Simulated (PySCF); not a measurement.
# BeSe at PW91

Computed with PW91; basis Be def2-SVP, Se def2-SVP; no relativity; PySCF 2.14.

* state: ¹Σ⁺ (singlet), closed shell
* bond length: 1.892 Å
* harmonic wavenumber: 831 cm⁻¹
* force constant: 3.29 mdyn/Å
* rotational constant Be: 0.5818 cm⁻¹
* anharmonicity ωexe: 4.35 cm⁻¹
* vibration–rotation constant αe: 0.00436 cm⁻¹
* well depth De to Be + Se: 75.2 kcal/mol
* dissociation energy D0: 74.0 kcal/mol
* HOMO–LUMO gap: 0.93 eV
* bond order (Mayer): 2.45
* dipole moment (positive dipole means Be(−)Se(+)): -4.19 D
